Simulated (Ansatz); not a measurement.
Geometry optimisation, RKS PBE/def2-SVP in Ansatz.

The input (input.yaml):

```yaml
crystal:
  periodic: [false, false, false]
  atoms:
    - { symbol: C, position_ang: [-1.1028, 0.4934, -0.924] }
    - { symbol: "N", position_ang: [-0.3329, -0.655, -0.7305] }
    - { symbol: Si, position_ang: [0.6553, -0.4661, 0.731] }
    - { symbol: S, position_ang: [-0.4773, -0.2101, 2.4785] }
    - { symbol: Se, position_ang: [2.0896, 1.3166, 0.5165] }
    - { symbol: H, position_ang: [-1.8509, 0.6973, -0.086] }
    - { symbol: H, position_ang: [-1.7333, 0.4078, -1.8507] }
    - { symbol: H, position_ang: [-0.4821, 1.4621, -1.0727] }
    - { symbol: H, position_ang: [0.3296, -0.7146, -1.4987] }
    - { symbol: H, position_ang: [1.5039, -1.6791, 0.9378] }
    - { symbol: H, position_ang: [-1.2207, -1.441, 2.2669] }
    - { symbol: H, position_ang: [2.6985, 0.7334, -0.7342] }
basis:
  gaussian: { orbitals: def2-SVP }
hamiltonian:
  xc: pbe
relax:
  f_tol: 0.015
  max_steps: 40
```

Command:

```bash
$ ansatz run input.yaml --threads 2 --pin off --max-ram 3072MiB --backend cpu --events-out ev --progress --plain --runs-dir out
```

Question: Where does it end, and by what steps?

Answer: It converged. After 13 steps the energy has fallen by 0.615 eV; H12 moved furthest, 0.87 Å.

```
step  energy less start (eV)  largest force component (eV/Å)  accepted
   0                  0.0000                           3.037       yes
   1                 -0.3897                           1.326       yes
   2                 -0.4951                           0.887       yes
   3                 -0.5211                           1.364       yes
   4                 -0.5963                           0.162       yes
   5                 -0.6058                           0.117       yes
   6                 -0.6060                           0.178       yes
   7                 -0.6029                           0.123        no
   8                 -0.6100                           0.103       yes
   9                 -0.6133                           0.051       yes
  10                 -0.6134                           0.095       yes
  11                 -0.6144                           0.018       yes
  12                 -0.6144                           0.020       yes
  13                 -0.6145                           0.011       yes
```

```xyz
12
Properties=species:S:1:pos:R:3
C -1.273 0.519 -1.013
N -0.285 -0.501 -0.695
Si 0.814 -0.456 0.647
S -0.313 -0.326 2.488
Se 2.216 1.375 0.904
H -1.634 0.987 -0.075
H -2.158 0.077 -1.520
H -0.881 1.337 -1.661
H 0.030 -1.046 -1.503
H 1.658 -1.688 0.479
H -1.311 -1.129 2.017
H 3.215 0.797 -0.032
```

Time of the run: 26 s on 2 threads of Intel(R) Xeon(R) 6975P-C (Granite Rapids) (shared host), peak memory 0.21 GiB.
